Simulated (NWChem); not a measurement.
System: C$_{2}$H$_{6}$FSb; SMILES [CH3][Sb]([CH3])[F]

Input file for NWChem:

```
start job
memory heap 200 mb stack 900 mb global 1100 mb
geometry units angstroms noautoz
  Sb    -0.032926    -0.000069     0.377066
  F     -1.754653    -0.004730    -0.543529
  C      0.782633     1.578030    -0.851271
  H      0.400292     1.451959    -1.874516
  H      1.881795     1.518556    -0.858808
  H      0.479052     2.561670    -0.466752
  C      0.791043    -1.573968    -0.851044
  H      1.889874    -1.508651    -0.858561
  H      0.408064    -1.450069    -1.874317
  H      0.492688    -2.559157    -0.466402
end
basis spherical
  Sb library def2-svp
  F library def2-svp
  C library def2-svp
  H library def2-svp
end
ecp
  Sb library def2-ecp
end
dft
  xc xpbe96 cpbe96
  grid coarse
  iterations 150
  mulliken
end
task dft gradient
```

NWChem printed, in part:

```
             Northwest Computational Chemistry Package (NWChem) 7.3.0
             --------------------------------------------------------

 CS  symmetry detected

                             Geometry "geometry" -> ""
                             -------------------------

 Output coordinates in angstroms (scale by  1.889725989 to convert to a.u.)

  No.       Tag          Charge          X              Y              Z
 ---- ---------------- ---------- -------------- -------------- --------------
    1 Sb                  51.0000    -0.05207181     0.40287855     0.00000000
    2 F                    9.0000    -1.64484415    -0.72625253     0.00000000
    3 C                    6.0000     0.91517138    -0.71291309     1.57600461
    4 H                    1.0000     0.66377884    -1.77606436     1.45101920
    5 H                    1.0000     2.00644880    -0.58263615     1.51360889
    6 H                    1.0000     0.56837386    -0.36908760     2.56042258
    7 C                    6.0000     0.91517138    -0.71291309    -1.57600461
    8 H                    1.0000     2.00644880    -0.58263615    -1.51360889
    9 H                    1.0000     0.66377884    -1.77606436    -1.45101920
   10 H                    1.0000     0.56837386    -0.36908760    -2.56042258

 Effective nuclear repulsion energy (a.u.)     392.9270358627

      Symmetry information
      --------------------

 Group name             Cs
 Group number              2
 Group order               2
 No. of unique centers     6

 Summary of "ao basis" -> "ao basis" (spherical)
 ------------------------------------------------------------------------------
       Tag                 Description            Shells   Functions and Types
 ---------------- ------------------------------  ------  ---------------------
 Sb                         def2-svp                10       26   4s4p2d
 F                          def2-svp                 6       14   3s2p1d
 C                          def2-svp                 6       14   3s2p1d
 H                          def2-svp                 3        5   2s1p

      Symmetry analysis of basis
      --------------------------

        a'         57
        a"         41

            General Information
            -------------------
          SCF calculation type: DFT
          Wavefunction type:  closed shell.
          No. of atoms     :    10
          No. of electrons :    50
           Alpha electrons :    25
            Beta electrons :    25
          Charge           :     0
          Spin multiplicity:     1
          Use of symmetry is: on ; symmetry adaption is: on
          Maximum number of iterations: 150
          AO basis - number of functions:    98
                     number of shells:    46
          Convergence on energy requested:  1.00D-06
          Convergence on density requested:  1.00D-05
          Convergence on gradient requested:  5.00D-04

              XC Information
              --------------
          PerdewBurkeErnzerhof Exchange Functional  1.000
            Perdew 1991 LDA Correlation Functional  1.000 local
           PerdewBurkeErnz. Correlation Functional  1.000 non-local

             Grid Information
             ----------------
          Grid used for XC integration:  coarse
          Radial quadrature: Mura-Knowles
          Angular quadrature: Lebedev.
          Tag              B.-S. Rad. Rad. Pts. Rad. Cut. Ang. Pts.
          ---              ---------- --------- --------- ---------
          Sb                  1.45      104           8.0       302
          F                   0.50       35          10.0       302
          C                   0.70       35          11.0       302
          H                   0.35       35          12.0       302
          Grid pruning is: on
          Number of quadrature shells:   279
          Spatial weights used:  Erf1

      Superposition of Atomic Density Guess
      -------------------------------------

 Sum of atomic energies:        -455.15012083

      Non-variational initial energy
      ------------------------------

 Total energy =    -418.064189
 1-e energy   =   -1079.791047
 2-e energy   =     451.963739
 HOMO         =      -0.261304
 LUMO         =      -0.012855

      Symmetry analysis of molecular orbitals - initial
      -------------------------------------------------

  Numbering of irreducible representations:

     1 a'          2 a"

  Orbital symmetries:

     1 a'          2 a'          3 a"          4 a'          5 a"
     6 a'          7 a'          8 a'          9 a"         10 a'
    11 a"         12 a'         13 a'         14 a'         15 a"
    16 a'         17 a'         18 a"         19 a'         20 a'
    21 a'         22 a"         23 a"         24 a"         25 a'
    26 a'         27 a"         28 a'         29 a'         30 a'
    31 a'         32 a"         33 a"         34 a"         35 a'

[...]

                         DFT ENERGY GRADIENTS

    atom               coordinates                        gradient
                 x          y          z           x          y          z
   1 Sb     -0.098401   0.761330   0.000000   -0.002483  -0.011810   0.000000
   2 F      -3.108305  -1.372418   0.000000    0.008757   0.005644   0.000000
   3 C       1.729423  -1.347210   2.978217   -0.000754   0.000307  -0.000566
   4 H       1.254360  -3.356275   2.742029    0.001128   0.004977   0.000627
   5 H       3.791638  -1.101023   2.860306   -0.005128  -0.000526   0.000071
   6 H       1.074071  -0.697474   4.838497    0.001616  -0.001674  -0.004601
   7 C       1.729423  -1.347210  -2.978217   -0.000754   0.000307   0.000566
   8 H       3.791638  -1.101023  -2.860306   -0.005128  -0.000526  -0.000071
   9 H       1.254360  -3.356275  -2.742029    0.001128   0.004977  -0.000627
  10 H       1.074071  -0.697474  -4.838497    0.001616  -0.001674   0.004601
```

Level: PBE/def2-SVP with def2 effective core potentials on Sb. Structure relaxed at the PBE0/def2-SVP level. No frequency run checked for a minimum. def2 effective core potentials on Sb; no spin-orbit coupling.
